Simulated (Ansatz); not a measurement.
Start from `[F][GeH]([Cl])[I]` and change one element to get `F[SiH](Cl)I`.

Ansatz, PBE0-D4/def2-TZVP geometries, multiplicity 1. 

Elements past krypton have def2 core potentials. Scalar relativity is left out up to krypton.

| property | `[F][GeH]([Cl])[I]` |
| --- | --- |
| ideal-gas entropy at 298 K and 1 bar (rigid rotor, harmonic PBE0-D4/def2-TZVP) / J/(mol·K) | 348 |
| HOMO–LUMO gap (ωB97M-V/def2-TZVPP) / eV | 10.54 |
| HOMO–LUMO gap (PBE0/def2-TZVPP) / eV | 6.48 |
| HOMO energy (PBE0/def2-TZVPP) / eV | -8.30 |
| LUMO energy (PBE0/def2-TZVPP) / eV | -1.82 |
| size of the dipole moment (PBE/def2-TZVPP) / D | 1.68 |

(1) What does the change do to each property? (Estimate.)

## Answers

(1) Computed: 
```
                                                                                  property  `F[SiH](Cl)I`  shift
ideal-gas entropy at 298 K and 1 bar (rigid rotor, harmonic PBE0-D4/def2-TZVP) / J/(mol·K)            332    -16
                                                   HOMO–LUMO gap (ωB97M-V/def2-TZVPP) / eV          11.42   0.88
                                                      HOMO–LUMO gap (PBE0/def2-TZVPP) / eV           7.40   0.92
                                                        HOMO energy (PBE0/def2-TZVPP) / eV          -8.21   0.09
                                                        LUMO energy (PBE0/def2-TZVPP) / eV          -0.81   1.01
                                            size of the dipole moment (PBE/def2-TZVPP) / D           0.89  -0.79
```

With PBE0 the HOMO rises by 0.09 eV and the LUMO rises by 1.01 eV, so the gap widens by about 0.92 eV. PBE moves the HOMO by 0.08 eV and ωB97M-V by 0.10 eV. Dipoles are sizes alone; their direction can turn.

Spin–orbit coupling is left out; it splits and shifts lone-pair levels of the heavy atoms by tenths of an eV.
